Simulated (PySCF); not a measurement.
Computed Raman spectrum (relative Raman activity) of a molecule C5H7N. Geometry: PBE-D3(BJ)/def2-SVP. The values are those of a single conformer. These are PBE-D3(BJ)/def2-SVP in PySCF 2.14.0 values and carry that method's errors. Harmonic, unscaled wavenumbers; measured fundamentals usually lie a few per cent lower.

ν (cm⁻¹): 65 (vw), 132 (vw), 328 (w), 541 (vw), 801 (vw), 1165 (vw), 1237 (vw), 1329 (w), 1363 (m), 1365 (w), 1399 (w), 1416 (w), 1728 (w), 2169 (vs), 2894 (s), 2899 (s), 2945 (vs), 3009 (vs), 3024 (m), 3033 (s), 3409 (m) (against the strongest line: vs over 80 %, s over 45 %, m over 15 %, w over 4 %, vw less)

Question: Which molecule gave these data?
A. C[C@@H]1C[C@@H]1C#N
B. C#CC1CNC1
C. C=C=C/N=C\C
D. C#CC/C=N/C

Answer: D, C#CC/C=N/C
